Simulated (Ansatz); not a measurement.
Saddle point of GeH₂F₄, singlet (GeF₄ ([F][Ge]([F])([F])[F]) + H₂ → GeHF₃ ([F][GeH]([F])[F]) + HF; bonds formed: Ge1–H7, F2–H6; bonds broken: Ge1–F2, H6–H7), PBE0-D4/def2-TZVP structure:

```xyz
7
angstrom
Ge -0.1981 0.3655 -0.0510
F 1.0918 -0.5351 1.0514
F -1.3053 0.4434 -1.3613
F -1.2100 0.6826 1.2735
F 0.9048 1.5882 -0.4605
H 0.6638 -1.2551 0.1550
H 0.0530 -1.2895 -0.6071
```

Energies are electronic, without zero-point energy. Barriers and step energies count from the start structure reached by relaxing down the imaginary mode; all methods use the PBE0-D4 structures, on which another method's saddle can fall below an end. Ansatz 0.2.0; basis: def2-TZVPP, with def2-QZVPP for the basis limit; cores frozen in the correlated methods. Filled d shells of the heavier atoms are correlated. The def2 sets are not built for correlating such inner shells, so the correlated values are less sure here. B3LYP uses VWN-RPA correlation. Extrapolation: Hartree–Fock as exp(−7.88 √X), correlation as X^−2.97.

```json
{"method": "SPW92", "barrier (kJ/mol)": "113.3", "step energy (kJ/mol)": "-16.9"}
{"method": "PBE-D4", "barrier (kJ/mol)": "155.6", "step energy (kJ/mol)": "0.4"}
{"method": "BLYP-D4", "barrier (kJ/mol)": "176.1", "step energy (kJ/mol)": "5.4"}
{"method": "r2SCAN-D4", "barrier (kJ/mol)": "?", "step energy (kJ/mol)": "10.8"}
{"method": "B97M-V", "barrier (kJ/mol)": "181.8", "step energy (kJ/mol)": "9.8"}
{"method": "PBE0-D4", "barrier (kJ/mol)": "172.9", "step energy (kJ/mol)": "-0.4"}
{"method": "B3LYP-D4", "barrier (kJ/mol)": "186.3", "step energy (kJ/mol)": "3.2"}
{"method": "r2SCAN0-D4", "barrier (kJ/mol)": "181.5", "step energy (kJ/mol)": "6.7"}
{"method": "BHLYP-D4", "barrier (kJ/mol)": "204.7", "step energy (kJ/mol)": "3.4"}
{"method": "CAM-B3LYP-D4", "barrier (kJ/mol)": "184.8", "step energy (kJ/mol)": "1.6"}
{"method": "wB97X-V", "barrier (kJ/mol)": "187.3", "step energy (kJ/mol)": "7.5"}
{"method": "wB97M-V", "barrier (kJ/mol)": "183.8", "step energy (kJ/mol)": "4.0"}
{"method": "B2PLYP", "barrier (kJ/mol)": "?", "step energy (kJ/mol)": "8.4"}
{"method": "PBE-QIDH", "barrier (kJ/mol)": "?", "step energy (kJ/mol)": "6.0"}
{"method": "RPA on PBE", "barrier (kJ/mol)": "195.4", "step energy (kJ/mol)": "12.4"}
{"method": "HF", "barrier (kJ/mol)": "256.5", "step energy (kJ/mol)": "15.9"}
{"method": "MP2", "barrier (kJ/mol)": "195.8", "step energy (kJ/mol)": "12.9"}
{"method": "CCSD", "barrier (kJ/mol)": "205.8", "step energy (kJ/mol)": "8.9"}
{"method": "CCSD(T)", "barrier (kJ/mol)": "196.4", "step energy (kJ/mol)": "10.1"}
```

(1) Fill in the withheld barriers. (An estimate is asked for; the value comes from the calculation.)

T1 diagnostic: at most 0.014.

Results:

(1) The calculation gives: PBE-QIDH 188.0; r2SCAN-D4 169.6; B2PLYP 192.5 kJ/mol. Each is the energy of the saddle less that of the start structure, by the same method.

For comparison, the barrier by CCSD(T) at an estimated basis limit (MP2 extrapolated from triple and quadruple zeta, plus CCSD(T) − MP2 in triple zeta) is 194.9 kJ/mol.

Labels in which every atom is bracketed show which atoms are joined, not bond orders.

For scale, one of the runs: CCSD(T)/def2-TZVPP, 200 basis functions, launched by `ansatz run in.yaml --threads 4 --pin off --events-out ev --progress --plain --max-ram 9574MiB`. The run took 2.7 min on 4 CPU threads of an Intel Xeon (shared host), with 2.9 GiB of host memory at its peak.
